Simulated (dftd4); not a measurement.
C$_{7}$H$_{13}$O (SMILES CCC[CH]CC(C)=O), doublet, at a GFN2-xTB geometry; dftd4 with D4 for b97d.

Here is a job for dftd4.
```
$ dftd4 mol.xyz --func b97d --charge 0 --json dftd4.json --noedisp

# file mol.xyz
21

C      3.38027453    -0.33583070    -0.68043375
C      2.16856776     0.57366623    -0.52258039
C      1.15705611    -0.00850362     0.46156533
C     -0.04497465     0.82846865     0.64120314
C     -1.23001053     0.28369868     1.32297314
C     -1.77108523    -0.39265269     0.06457756
C     -2.75038086     0.43684392    -0.72588576
O     -1.39184253    -1.49319481    -0.28155010
H      4.08748564     0.08768572    -1.38968740
H      3.07478454    -1.31482425    -1.04266743
H      3.88766386    -0.46624055     0.27322118
H      2.49268136     1.55617208    -0.17100306
H      1.68719454     0.70818417    -1.49360353
H      1.64550125    -0.17696171     1.43155802
H      0.83413445    -1.00416585     0.11683783
H     -0.12743751     1.75995584     0.10668113
H     -1.91107985     1.03768586     1.70935143
H     -0.97537887    -0.45607566     2.07970583
H     -2.82354457     0.05852078    -1.74263205
H     -2.46332923     1.48424733    -0.73837126
H     -3.73061811     0.35723206    -0.25550550
```

It wrote (shortened):

```
                    ____  _____ _____     ____  _  _
      -------------|  _ \|  ___|_   _|---|  _ \| || |------------
     |             | | | | |_    | | ___ | | | | || |_           |
     |             | |_| |  _|   | ||___|| |_| |__   _|          |
     |             |____/|_|     |_|     |____/   |_|            |
     |             ===================================           |
     |            E. Caldeweyher, S. Ehlert & S. Grimme          |
     |          Mulliken Center for Theoretical Chemistry        |
     |                    University of Bonn                     |
      -----------------------------------------------------------

Rational (Becke-Johnson) damping: b97d-D4-ATM
---------------------
  s6         1.0000
  s8         1.6946
  s9         1.0000
  a1         0.2890
  a2         4.1341
 alp        16.0000
--------------------

Dispersion energy:      -6.1514594440546E-02 Eh

[Info] JSON dump of results written to 'dftd4.json'
```
